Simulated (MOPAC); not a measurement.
Input for MOPAC: PM3 on H2INSn (SMILES [NH2][Sn][I]), a point of a torsion scan.

```
PM3 1SCF PRECISE CHARGE=0 THREADS=1
H2INSn

N     -0.85844464 1    -0.02402732 1     0.19696021 1
Sn     0.80245486 1     1.01568113 1    -0.56334547 1
I      2.49663280 1     0.61251012 1     1.53400764 1
H     -1.00507699 1    -1.01259204 1     0.03323336 1
H     -1.76731186 1     0.39848370 1     0.03409564 1
```

Output:

```
*******************************************************************************
 **                                                                           **
 **                              MOPAC v23.2.5                                **
 **                                                                           **
 *******************************************************************************
 ** MOPAC's Digital Object Identifier: https://doi.org/10.5281/zenodo.6511958 **
 **                                                                           **
 ** Please cite the open-source release paper for use of this MOPAC version:  **
 ** J. E. Moussa and J. J. P. Stewart (2026)                                  **
 ** MOPAC: An open-source semiempirical molecular orbital program             **
 ** J. Open Source Softw., 11(119), 8025, https://doi.org/10.21105/joss.08025 **
 *******************************************************************************

                              PM3 CALCULATION RESULTS

 *******************************************************************************
 *  PM3        - The PM3 Hamiltonian to be used
 *
 *
 *
 *                 CHARGE ON SYSTEM = 0
 *
 *
 *
 *  PRECISE    - TIGHTER CRITERIA TO BE USED
 *  1SCF       - DO 1 SCF AND THEN STOP
 *  THREADS=1  - MULTI-THREADING NOT USED
 *  T=         - A TIME OF 172800.0 SECONDS REQUESTED
 *  DUMP=N     - RESTART FILE WRITTEN EVERY 7200.0 SECONDS REQUESTED
 *******************************************************************************
PM3 1SCF PRECISE CHARGE=0 THREADS=1
 H2INSn

   ATOM   CHEMICAL          X               Y               Z
  NUMBER   SYMBOL      (ANGSTROMS)     (ANGSTROMS)     (ANGSTROMS)

     1       N         -0.85844464  *  -0.02402732  *   0.19696021  *
     2      Sn          0.80245486  *   1.01568113  *  -0.56334547  *
     3       I          2.49663280  *   0.61251012  *   1.53400764  *
     4       H         -1.00507699  *  -1.01259204  *   0.03323336  *
     5       H         -1.76731186  *   0.39848370  *   0.03409564  *



          CARTESIAN COORDINATES

    NO.       ATOM           X           Y           Z

     1         N         -0.8584     -0.0240      0.1970
     2        Sn          0.8025      1.0157     -0.5633
     3         I          2.4966      0.6125      1.5340
     4         H         -1.0051     -1.0126      0.0332
     5         H         -1.7673      0.3985      0.0341

  H: (PM3): J. J. P. STEWART, J. COMP. CHEM. 10, 209 (1989).
  N: (PM3): J. J. P. STEWART, J. COMP. CHEM. 10, 209 (1989).
 Sn: (PM3): J. J. P. STEWART, J. COMP. CHEM. 12, 320-341 (1991).
  I: (PM3): J. J. P. STEWART, J. COMP. CHEM. 10, 209 (1989).

           Empirical Formula: H2 N Sn I  =     5 atoms



      MOLECULAR POINT GROUP   :   C1


      RHF CALCULATION, NO. OF DOUBLY OCCUPIED LEVELS = 9


 -------------------------------------------------------------------------------
 PM3 1SCF PRECISE CHARGE=0 THREADS=1
 H2INSn



     1SCF WAS SPECIFIED, SO BFGS WAS NOT USED
     SCF FIELD WAS ACHIEVED


                              PM3 CALCULATION
                                                       MOPAC v23.2.5 Linux




          FINAL HEAT OF FORMATION =          4.05625 KCAL/MOL =      16.97134 KJ/MOL


          COSMO AREA              =        129.12 SQUARE ANGSTROMS
          COSMO VOLUME            =        123.04 CUBIC ANGSTROMS

          IONIZATION POTENTIAL    =          8.860897 EV
          HOMO LUMO ENERGIES (EV) =         -8.861 -2.372
          NO. OF FILLED LEVELS    =          9
          MOLECULAR WEIGHT        =        261.6170         POINT GROUP:  C1

          MOLECULAR DIMENSIONS (Angstroms)

            Atom       Atom       Distance
            H     5    I     3     4.52513
            H     4   Sn     2     2.27432
           Sn     2    I     3     0.95597


          SCF CALCULATIONS        =          1





   ATOM   CHEMICAL          X               Y               Z
  NUMBER   SYMBOL      (ANGSTROMS)     (ANGSTROMS)     (ANGSTROMS)

     1       N         -0.85844464  *  -0.02402732  *   0.19696021  *
     2      Sn          0.80245486  *   1.01568113  *  -0.56334547  *
     3       I          2.49663280  *   0.61251012  *   1.53400764  *
     4       H         -1.00507699  *  -1.01259204  *   0.03323336  *
     5       H         -1.76731186  *   0.39848370  *   0.03409564  *

                             CARTESIAN COORDINATES

   1    N       -0.858444640    -0.024027320     0.196960210
   2   Sn        0.802454860     1.015681130    -0.563345470
   3    I        2.496632800     0.612510120     1.534007640
   4    H       -1.005076990    -1.012592040     0.033233360
   5    H       -1.767311860     0.398483700     0.034095640


           Empirical Formula: H2 N Sn I  =     5 atoms



      MOLECULAR POINT GROUP   :   C1


                  EIGENVALUES
 -28.09335 -15.49571 -14.76196 -12.82388 -11.87224 -11.82699 -11.13143  -9.89697
  -8.86090  -2.37198  -1.53096  -0.16588   3.82280   4.65970


              NET ATOMIC CHARGES AND DIPOLE CONTRIBUTIONS

  ATOM NO.   TYPE          CHARGE      No. of ELECS.   s-Pop       p-Pop
    1          N          -0.394576        5.3946     1.48939     3.90518
    2         Sn           0.812409        3.1876     1.88461     1.30298
    3          I          -0.537553        7.5376     1.69395     5.84360
    4          H           0.068610        0.9314     0.93139
    5          H           0.051109        0.9489     0.94889
 DIPOLE           X         Y         Z       TOTAL
 POINT-CHG.    -2.453     2.192    -6.513     7.297
 HYBRID        -1.787    -1.883     1.068     2.807
 SUM           -4.240     0.308    -5.445     6.908


          ATOMIC ORBITAL ELECTRON POPULATIONS

     Atom    s        px        py        pz
    1  N   1.48939   1.11464   1.06208   1.72846
    2 Sn   1.88461   0.48342   0.31854   0.50102
    3  I   1.69395   1.94186   1.98354   1.91820
    4  H   0.93139
    5  H   0.94889

 **********************
 *                    *
 * JOB ENDED NORMALLY *
 *                    *
 **********************




 == MOPAC DONE ==
```

The run finished.

Cost: about 0.020 core-seconds (a rough figure).
